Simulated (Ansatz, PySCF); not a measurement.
Be(Me)2 (C2H6Be), SMILES [CH3][Be][CH3].

Coordinates come from a r2SCAN-D4/def2-TZVP optimisation. The isomer is the one that the SMILES or the coordinates give; other isomers of the formula were not compared.

Vertical ionisation energy (IE) and electron affinity (EA) in eV. Rows of orbital energies are one-electron estimates. Where ΔSCF, EOM or ADC give a negative EA the extra electron is unbound and the value depends on the basis.

```tsv
level	IE	EA
−ε(HOMO), −ε(LUMO), CAM-B3LYP/def2-TZVPD (PySCF)	9.52	-0.49
−ε(HOMO), −ε(LUMO), PBE/def2-TZVPD (PySCF)	(withheld)	(withheld)
ΔSCF, CAM-B3LYP/def2-TZVPD (Ansatz), final states of multiplicity 2 and 2	10.56	-0.95
ΔSCF, PBE/def2-TZVPD (Ansatz), final states of multiplicity 2 and 2	10.10	-0.73
```

Question: Fill in the missing entries. (The exact figures need the calculation; the answer reports its results.)

Answer: 
- −ε(HOMO), −ε(LUMO), PBE/def2-TZVPD (PySCF), IE: 6.73
- −ε(HOMO), −ε(LUMO), PBE/def2-TZVPD (PySCF), EA: 0.55

Question: What vertical singlet–triplet gap does ΔSCF give with CAM-B3LYP/def2-TZVPD (Ansatz, a program for electronic structure) and with PBE/def2-TZVPD (Ansatz)? (Estimate from the structure and the level; the computed values follow.)

Answer: 6.64 and 5.99 eV (triplet above singlet where positive).
